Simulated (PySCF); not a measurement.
FeH₂O, SMILES [OH][FeH] (connectivity only; charge and spin as stated), neutral, multiplicity 5. Geometry: PBE-D3(BJ)/def2-TZVP. The spin state was assumed, not searched.

Level of theory: PBE-D3(BJ)/def2-TZVP in PySCF.

Harmonic wavenumbers (cm⁻¹): 267, 291, 480, 683, 1758, 3777. Rotational constants (GHz): 735.7, 10.60, 10.45; symmetry number 1.

Problem. Work out the zero-point energy and the ideal-gas rigid-rotor harmonic-oscillator thermochemistry at 298.15 K and 1 atm.

Solution. ZPE = ½ Σ hcν = ½ × 7256 cm⁻¹ = 10.37 kcal/mol. H − E(el) = 13.53 kcal/mol. Entropy in cal/(mol K): translation 38.81, rotation 18.92, vibration 4.12, spin 3.20, total 65.05. G − E(el) = -5.86 kcal/mol. Cp = 13.56 cal/(mol K).
